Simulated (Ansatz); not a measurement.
Pulling on the Ge1–F3 bond in FGeH (SMILES [F][GeH]) (multiplicity 1 held, fragments rigid). Energies count from the point at 1.770 Å.
Geometry at that point (charge 0, multiplicity 1):
```xyz
3

Ge    -0.1137    -0.2269     0.2808
H     -0.9845    -1.0535    -0.7992
F      0.5137     0.9238    -0.9095
```

Signs of static correlation in cc-pVTZ, from Ansatz (a first-principles code) runs.

```csv
R (Å),T1 of restricted CCSD,⟨S²⟩ of UHF,largest double amplitude of restricted CCSD
1.416,0.012,0.021,0.072
1.593,0.014,0.042,0.073
1.770,0.016,0.043,0.073
1.948,0.019,0.030,0.073
2.125,0.022,0.010,0.072
2.390,?,0.000,0.067
2.656,0.037,0.649,?
3.098,0.060,0.944,0.145
3.541,0.105,0.998,0.259
4.072,0.196,1.018,0.621
4.780,0.086,1.018,0.073
5.665,0.399,1.018,2.254
```

Q: What belongs in the gaps?

A: 
- 2.390, T1 of restricted CCSD: 0.029
- 2.656, largest double amplitude of restricted CCSD: 0.089

Doubts at one or more of the structures used: a restricted determinant that unrestricted orbitals would lower (R-CCSD(T)/cc-pVTZ); T1 above 0.05 (R-CCSD(T)/cc-pVTZ, U-CCSD(T)/cc-pVTZ); other coupled-cluster roots lie near (R-CCSD(T)/cc-pVTZ); a spin-contaminated determinant (U-CCSD(T)/cc-pVTZ).
